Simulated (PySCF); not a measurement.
**Working out the ionisation energy of Co²⁺**

Co²⁺ [Ar] 3d7 (4F) → Co³⁺ [Ar] 3d6 (5D). Calculation: PySCF 2.14, in aug-cc-pVDZ; no relativity, point nucleus. Frozen: [Ar]. Energies in hartree (1 hartree = 27.21139 eV):

| part | Co²⁺ (lower) | Co³⁺ (upper) |
| --- | --- | --- |
| UHF | -1380.605944 | -1379.441234 |
| CCSD correlation | -0.150684 | -0.093797 |
| (T) | -0.001955 | -0.000831 |

Q: What does Hartree-Fock give?

A: (-1379.441234) − (-1380.605944) = 1.164710 hartree = 31.693 eV.

Q: What do CCSD and CCSD(T) give?

A: The CCSD correlation energies differ by 0.056887 hartree = 1.548 eV and the triples by 0.001124 hartree = 0.031 eV, so CCSD gives 33.241 eV and CCSD(T) 33.272 eV.

Reference: 33.5 ± 0.06 eV (semi-empirical (NIST evaluation); NIST Atomic Spectra Database, ionization energies), between the lowest levels; spin-orbit coupling is absent from the calculation.

The calculation is non-relativistic.

A double-zeta basis recovers only part of the correlation energy.

What remains against the reference includes basis incompleteness, the frozen core and higher excitations.
